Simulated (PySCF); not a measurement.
C6H8N2S.
Geometry (GFN2-xTB, Å), atoms numbered from 1 in this order:
```
atom  x, y, z in Å
C1    -2.2527   -1.0423   -0.4731
C2    -1.6102    0.2544   -0.1460
S3    -2.4884    1.7236    0.0194
N4    -1.0960    2.5700    0.3381
N5    -0.0688    1.8520    0.3271
C6    -0.2735    0.5465    0.0615
C7     0.8520   -0.3941    0.0195
C8     1.9949   -0.1969    0.9817
C9     2.1892    0.1020   -0.4656
H10   -3.3130   -1.0123   -0.2360
H11   -1.7870   -1.8499    0.0894
H12   -2.1442   -1.2616   -1.5363
H13    0.5724   -1.4097   -0.2299
H14    2.4581   -1.0774    1.4006
H15    1.9232    0.6385    1.6603
H16    2.7896   -0.5689   -1.0609
H17    2.2474    1.1380   -0.7597
```

Computed at PBE0/pcSseg-1 (PySCF, non-relativistic), with Q(33S) = −0.0678 b, Q(14N) = 0.02044 b: S3, 33S (I = 3/2): χzz = -30.67 MHz, η = 0.428; N4, 14N (I = 1): χzz = -4.922 MHz, η = 0.438; N5, 14N (I = 1): χzz = -5.355 MHz, η = 0.071.

Question: Find the zero-field quadrupole resonance frequencies of 33S at S3.

Answer: From ν = (|χ|/2)√(1 + η²/3): ν = 15.79 MHz (ring sulfur).

Question: Where would the pure quadrupole (NQR) lines of 14N at N4 fall for the rigid, isolated species?

Answer: From ν± = (3/4)|χ|(1 ± η/3) and ν0 = |χ|η/2: ν+ 4.231 MHz, ν− 3.152 MHz, ν0 1.079 MHz (pyridine-type nitrogen).

Question: Find the zero-field quadrupole resonance frequencies of 14N at N5.

Answer: From ν± = (3/4)|χ|(1 ± η/3) and ν0 = |χ|η/2: ν+ 4.111 MHz, ν− 3.922 MHz, ν0 0.189 MHz (pyridine-type nitrogen).

In a crystal, neighbours and librations shift these lines. GFN2-xTB bond lengths can be off by several hundredths of an ångström, more for odd bonds, and the gradients follow them. The basis is small and wasn't made for field gradients, so the couplings can be 20 % off.

One conformer stands for the species.
